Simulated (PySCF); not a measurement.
**Sn (tin, neutral): UHF calculation**

Configuration: [Kr] 4d10 5s1 5p3, high-spin 5S determinant (an excited configuration). All numbers are calculated (PySCF 2.14, scalar relativity through the core potential, in def2-TZVPPD with the def2 core potential (28 electrons) (7s5p4d2f, 56 functions)).

* Total energy: -213.231147 hartree
* One-electron energy: -375.1969 hartree
* Hartree (Coulomb) energy: 179.2048 hartree
* Exchange energy: -17.2390 hartree
* ⟨S²⟩: 6.0050
* ⟨L²⟩: 0.000
* Sum of ⟨r⟩: 29.60 bohr
* Sum of ⟨r²⟩: 59.72 bohr²

```csv
shell,electrons,mean orbital energy (hartree),"rms radius, mean of both spins (bohr)"
4s α,1,-5.90006,0.879
4s β,1,-5.87696,0.879
4p α,3,-4.08575,0.952
4p β,3,-4.07120,0.952
4d α,5,-1.34944,1.18
4d β,5,-1.33142,1.18
5s α,1,-0.67232,2.62
5p α,3,-0.31364,3.27
```

Energies and moments cover only the electrons outside the core potential.
